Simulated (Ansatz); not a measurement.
Geometry optimisation, RHF/6-31G* (Ansatz 0.2.0).

input.yaml

```yaml
crystal:
  periodic: [false, false, false]
  atoms:
    - { symbol: B, position_ang: [0.0, 0.0, 0.0] }
    - { symbol: H, position_ang: [0.0, 0.0, 1.54] }
    - { symbol: Cl, position_ang: [1.6108, 0.0, -0.93] }
    - { symbol: Cl, position_ang: [-1.6108, 0.0, -0.93] }
    - { symbol: "N", position_ang: [0.0773, -1.7539, 0.5833] }
    - { symbol: H, position_ang: [-0.441, -2.5119, 0.0539] }
    - { symbol: H, position_ang: [0.64, -2.0009, 1.4471] }
    - { symbol: H, position_ang: [0.0395, -0.8969, 1.5631] }
basis:
  gaussian: { orbitals: "6-31G*" }
hamiltonian:
  xc: hf
relax:
  f_tol: 0.15
  max_steps: 25
  restrain:
    - { distance: [0, 4], at: 2.75, k: 30.0 }
    - { distance: [7, 1], at: 1.86, k: 30.0 }
    - { distance: [0, 1], at: 1.19, k: 30.0 }
    - { distance: [7, 4], at: 1.06, k: 30.0 }
```

Command:

```bash
$ ansatz run input.yaml --threads 1 --pin off --max-ram 2048MiB --backend cpu --events-out ev --progress --plain --runs-dir out
```

Problem. Where does it end, and by what steps?

Solution. The forces met the threshold. The restraints hold the end off the free minimum. After 9 steps the energy has fallen by 5.706 eV (the restraints' own energy left out); H6 moved furthest, 0.88 Å. Joined: B1–H2 (1.54 → 1.18 Å).

| step | energy less start (eV) | largest force component (eV/Å) | accepted |
| --- | --- | --- | --- |
| 0 | 0.0000 | 5.675 | yes |
| 1 | -0.8269 | 4.467 | yes |
| 2 | -2.3087 | 5.065 | yes |
| 3 | -3.8575 | 4.379 | yes |
| 4 | -4.5944 | 4.489 | yes |
| 5 | -5.1014 | 4.609 | yes |
| 6 | -5.4283 | 2.712 | yes |
| 7 | -5.6660 | 1.232 | yes |
| 8 | -5.6970 | 1.305 | yes |
| 9 | -5.7063 | 1.238 | yes |

```xyz
8
Properties=species:S:1:pos:R:3
B 0.014 0.403 -0.168
H -0.096 0.363 1.009
Cl 1.589 0.652 -0.892
Cl -1.432 0.369 -1.158
N 0.099 -2.129 0.889
H -0.638 -2.808 0.854
H 0.931 -2.591 1.204
H -0.152 -1.423 1.589
```

Time of the run: 11 s on 1 thread of Intel(R) Xeon(R) 6975P-C (Granite Rapids) (shared host), peak memory 0.18 GiB.
